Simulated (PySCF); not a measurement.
# Correlation energy of O²⁺ (oxygen, charge +2)

[He] 2s2 2p2, high-spin 3P determinant. All numbers are calculated (PySCF 2.14, scalar relativity by spin-free X2C-1e, in cc-pVTZ-DK (4s3p2d1f, 30 functions)). Frozen: 1s2; 4 electrons correlated.

MP2 pair energies summed by pair of shells (mhartree):

| pair | energy | share (%) |
| --- | --- | --- |
| 2s-2p | -45.33 | 60.6 |
| 2s-2s | -21.90 | 29.3 |
| 2p-2p | -7.58 | 10.1 |

Total MP2 correlation energy: -74.81 mhartree.

Same-spin part -13.04 and opposite-spin part -61.77 mhartree; SCS-MP2 scales them by 1/3 and 6/5 to -78.47 mhartree.

```csv
level,correlation energy (mhartree)
CCSD,-96.42
(T),-1.31
CCSD(T),-97.73
```

Diagnostics: T1 = 0.0047, D1 = 0.0096, largest double amplitude 0.122.

Is a single reference adequate?

Mostly. T1 lies below 0.03, but a double amplitude of this size points to a near-degeneracy that CCSD handles and MP2 describes poorly.
